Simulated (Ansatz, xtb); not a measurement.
## Relative energy of two isomers of C6H9B

Structure I is `B[C@@H]1CC[C@@H]1C#C`, a singlet and structure II is `B[C@H]1C[C@H](C#C)C1`, a singlet. Both are isolated molecules in the gas phase, relaxed with PBE0-D3(BJ)/def2-SVP; the shapes shown needn't be the lowest conformers.

I (Å):

```yaml
atoms:
  - { symbol: C, position_ang: [-1.0907, 0.3702, -0.0921] }
  - { symbol: C, position_ang: [0.0616, -0.5600, -0.5378] }
  - { symbol: C, position_ang: [0.2684, -0.9933, 0.9214] }
  - { symbol: C, position_ang: [-0.5237, 0.2553, 1.3775] }
  - { symbol: C, position_ang: [-1.4620, 0.1291, 2.4820] }
  - { symbol: C, position_ang: [-2.2630, 0.0038, 3.3836] }
  - { symbol: B, position_ang: [-2.5285, -0.2453, -0.0379] }
  - { symbol: H, position_ang: [-3.5063, 0.4643, -0.0031] }
  - { symbol: H, position_ang: [-2.6792, -1.4468, -0.0055] }
  - { symbol: H, position_ang: [-1.0771, 1.3970, -0.4874] }
  - { symbol: H, position_ang: [0.9201, 0.0132, -0.9202] }
  - { symbol: H, position_ang: [-0.1804, -1.3487, -1.2653] }
  - { symbol: H, position_ang: [1.2971, -1.0871, 1.2980] }
  - { symbol: H, position_ang: [-0.2817, -1.9131, 1.1646] }
  - { symbol: H, position_ang: [0.1585, 1.0986, 1.5753] }
  - { symbol: H, position_ang: [-2.9735, -0.1045, 4.1819] }
```

II (Å):

```csv
atom,x (Å),y (Å),z (Å)
C,-0.8305,-1.0135,1.7755
C,0.0739,-0.5144,0.6273
C,-1.1689,0.1920,0.0258
C,-1.0126,1.5023,-0.5753
C,-0.8704,2.6061,-1.0556
C,-1.8630,0.0746,1.4077
B,-1.2349,-2.5039,1.8968
H,-2.3083,-2.8123,2.3673
H,-0.4459,-3.3793,1.6142
H,-0.3847,-0.8966,2.7937
H,0.8185,0.2232,0.9600
H,0.5719,-1.2644,-0.0044
H,-1.6640,-0.4832,-0.6934
H,-0.7468,3.5824,-1.4860
H,-1.7341,0.9994,1.9885
H,-2.9280,-0.2000,1.4057
```

Question: Estimate which is lower in electronic energy at CCSD(T)/def2-SVP + ΔMP2/def2-TZVPP, and by roughly how much.

Answer: Too close to call at this level: CCSD(T)/def2-SVP + ΔMP2/def2-TZVPP gives E(II) − E(I) = +3.67 kJ/mol.

The same difference at several levels:

| level | geometry | E(II) − E(I) (kJ/mol) | departure from the last row (kJ/mol) | job, with rough time for the two |
| --- | --- | --- | --- | --- |
| GFN2-xTB | GFN2-xTB | −2.02 | −5.69 | optimisation, 0.87 s |
| HF/STO-3G | GFN2-xTB | +0.72 | −2.94 | single point, 1.4 s |
| r2SCAN-D4/def2-SVP | GFN2-xTB | +1.92 | −1.75 | single point, 8.7 s |
| PBE0-D3(BJ)/def2-SVP | PBE0-D3(BJ)/def2-SVP | −0.15 | −3.81 | optimisation, 4.7 min |
| HF/def2-SVP | PBE0-D3(BJ)/def2-SVP | −2.82 | −6.49 | part of the CCSD(T) run |
| MP2/def2-SVP | PBE0-D3(BJ)/def2-SVP | +4.27 | +0.60 | part of the CCSD(T) run |
| CCSD(T)/def2-SVP | PBE0-D3(BJ)/def2-SVP | +2.73 | −0.94 | single point |
| CCSD(T)/def2-SVP + ΔMP2/def2-TZVPP | PBE0-D3(BJ)/def2-SVP | +3.67 |  | single point, 3.4 min |

As drawn, both hold the same kinds of bond in the same numbers.

The largest departure from CCSD(T)/def2-SVP + ΔMP2/def2-TZVPP is that of HF/def2-SVP, 6.49 kJ/mol. The last row adds to CCSD(T) the change of the MP2 difference between the two basis sets, here +0.94 kJ/mol.

With thermal terms from frequencies at re-optimised GFN2-xTB minima (ideal gas, soft modes damped towards free rotors, one conformer each, 298.15 K, 1 atm): the zero-point term adds −0.49 kJ/mol; ΔH is +2.75 and ΔG +4.34 kJ/mol.

The correlated steps freeze 7 core orbitals. Programs: Ansatz 0.2.0, xtb 6.7.1; the last row on 2 threads of Intel(R) Xeon(R) Processor @ 2.50GHz (Skylake/Cascade Lake) on a shared host.
